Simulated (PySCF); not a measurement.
Computed IR spectrum (relative IR intensity) of a molecule C2H8O2Si2. Geometry optimised at ωB97X-D3(BJ)/def2-SVP. Other conformers were not sampled. All values below come from ωB97X-D3(BJ)/def2-SVP run with PySCF 2.14.0. Frequencies are harmonic and unscaled.

ν (cm⁻¹): 145 (vw), 231 (w), 245 (vw), 339 (m), 367 (w), 444 (m), 506 (vw), 592 (vw), 676 (w), 717 (m), 749 (m), 806 (m), 831 (s), 910 (vs), 920 (w), 938 (s), 964 (vs), 998 (w), 1093 (m), 1261 (w), 1406 (vw), 1461 (vw), 1484 (vw), 2239 (s), 2249 (m), 2296 (s), 3058 (w), 3082 (w), 3152 (w), 3161 (w), 3931 (m) (against the strongest line: vs over 80 %, s over 45 %, m over 15 %, w over 4 %, vw less)

**Question.** Which structure fits?
A) C=C(O[SiH3])O[SiH3]
B) CC(=O)[SiH2][SiH2]O
C) O[C@H]1[SiH2]CO[SiH2]1
D) C[C@H]1O[Si@H](O)[SiH2]1

**Answer.** D, C[C@H]1O[Si@H](O)[SiH2]1
